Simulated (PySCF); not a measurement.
## Electronic structure of Si²⁺ (silicon, charge +2) at the UHF level

Configuration: [Ne] 3s2, closed-shell 1S. All numbers are calculated (PySCF 2.14, the spin-free X2C one-electron Hamiltonian (Gaussian nucleus), in Sapporo-DZP-2012).

```json
{
 "Total energy": "-288.508466 hartree",
 "One-electron energy": "-390.8514 hartree",
 "Hartree (Coulomb) energy": "122.1265 hartree",
 "Exchange energy": "-19.7836 hartree",
 "⟨S²⟩": "0.0000",
 "⟨L²⟩": "0.000",
 "Sum of ⟨r⟩": "8.519 bohr",
 "Sum of ⟨r²⟩": "11.93 bohr²",
 "Langevin diamagnetic susceptibility": "-9.45 ×10⁻⁶ cm³/mol",
 "Time after the integrals": "0.04 s of wall time on 1 thread of Neoverse-V2 (shared host)"
}
```

```
shell  electrons  mean orbital energy (hartree)  rms radius, mean of both spins (bohr)
   1s          2                      -69.79028                                  0.129
   2s          2                       -6.97252                                  0.612
   2p          6                       -5.04534                                  0.598
   3s          2                       -1.18393                                   2.12
```

Densities and radii are taken from the X2C orbitals without a picture-change correction, which distorts them close to the nucleus.
